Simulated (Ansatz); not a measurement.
Reaction (formal exchange of groups at a Ti–Br bond): `[F][Ti]([F])([F])[Br]` + `FC(Br)I` → `[F][Ti]([F])([F])[I]` + `FC(Br)Br`

Gas-phase electronic energies from Ansatz, PBE0-D4/def2-TZVP geometries. CBS: MP2 limit from def2 TZ/QZ plus the TZ coupled-cluster correction, frozen cores. Functionals use def2-TZVPP. HSE06 is defined as in plane-wave codes. Elements past krypton have def2 core potentials. For Br, I, Ti outer-core shells are correlated without core-valence functions, which leaves a few kJ/mol of doubt a bond. Scalar relativity is left out up to krypton.

```csv
level,ΔE (kJ/mol),difference from CCSD(T)/CBS
B97M-V,16.0,-1.5
HSE06-D4,11.5,-6.0
revPBE,12.2,-5.3
r2SCANh,12.4,-5.1
HSE06,11.3,-6.2
BHLYP,14.1,-3.4
LC-ωPBE,12.7,-4.8
SCS-MP2/def2-TZVPP,12.1,-5.4
CCSD(T)/def2-TZVPP,12.4,-5.1
CCSD/CBS(def2),19.5,2.0
CCSD(T)/CBS,17.5,0
```

Largest T1 diagnostic among the species: 0.023, so the coupled-cluster value is less sure than usual.

Leaving LDA and LC-ωPBE aside and taking each functional with its dispersion term where it has one, the values, not all of them listed here, spread over 6.1 kJ/mol, from PBE-QIDH to B97M-V. At CCSD(T), def2-SVP lies −9.1 kJ/mol from the extrapolated value and def2-TZVPP −5.1 kJ/mol.
